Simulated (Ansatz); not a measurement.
```xyz
10

Si    0.9166    2.2573    0.1070
Al   -0.0083    0.0126   -0.0049
O    -0.0286   -1.2655   -1.1871
Si   -0.8937   -2.1938   -0.1051
O    -0.9141   -1.0127    1.0720
H     0.0825    3.1096    0.9940
H     0.9650    2.8582   -1.2515
H     2.2973    2.1951    0.6566
H    -2.2492   -2.5433   -0.5973
H    -0.1676   -3.4174    0.3165
```

The species carries charge 0 and has multiplicity 1.

Problem. List the PBE/def2-TZVPP orbital energies in eV (the Gaussian-basis code of Ansatz). (An estimate is asked.)

Solution. Computed: Occupied: -1780.17, -1780.02, -1507.22, -509.67, -509.67, -137.82, -137.78, -107.48, -94.56, -94.55, -94.53, -94.53, -94.50, -94.47, -69.56, -69.41, -69.35, -24.45, -22.94, -13.78, -12.55, -10.18, -9.71, -9.66, -9.31, -9.04, -9.01, -7.48, -7.31, -7.19, -7.10. Lowest empty: -2.24, -1.57, -1.46, -0.06, 0.14, 0.50, 0.60, 1.19.
